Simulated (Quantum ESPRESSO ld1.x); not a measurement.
All-electron atom: In XX in [Ar] 3d10 4s2. Method: Dirac Kohn-Sham, PBEsol, spin-unpolarised, spherical densities, point nucleus; computed with ld1.x of Quantum ESPRESSO 7.5. Some entries of the table are withheld. Estimate them.

| orbital | occ. | eigenvalue (eV) | <r^2> (bohr^2) | r(max) (bohr) |
|---|---|---|---|---|
| 1s1/2 | 2 | -28257.837 | 0.001195 | 0.019 |
| 2s1/2 | 2 | (1) | 0.01937 | 0.109 |
| 2p1/2 | 2 | (2) | 0.01442 | (3) |
| 2p3/2 | 4 | (4) | 0.01572 | (5) |
| 3s1/2 | 2 | -1286.166 | 0.1356 | 0.315 |
| 3p1/2 | 2 | (6) | 0.1299 | (7) |
| 3p3/2 | 4 | (8) | 0.1379 | (9) |
| 3d3/2 | 4 | -938.976 | 0.1169 | (10) |
| 3d5/2 | 6 | -930.765 | 0.1192 | (11) |
| 4s1/2 | 2 | -550.117 | 0.6118 | 0.712 |

Answer. 
(1) 2s1/2 eigenvalue (eV): -4674.774
(2) 2p1/2 eigenvalue (eV): -4397.818
(3) 2p1/2 r(max) (bohr): 0.084
(4) 2p3/2 eigenvalue (eV): -4186.488
(5) 2p3/2 r(max) (bohr): 0.088
(6) 3p1/2 eigenvalue (eV): -1174.480
(7) 3p1/2 r(max) (bohr): 0.300
(8) 3p3/2 eigenvalue (eV): -1135.161
(9) 3p3/2 r(max) (bohr): 0.310
(10) 3d3/2 r(max) (bohr): 0.254
(11) 3d5/2 r(max) (bohr): 0.256
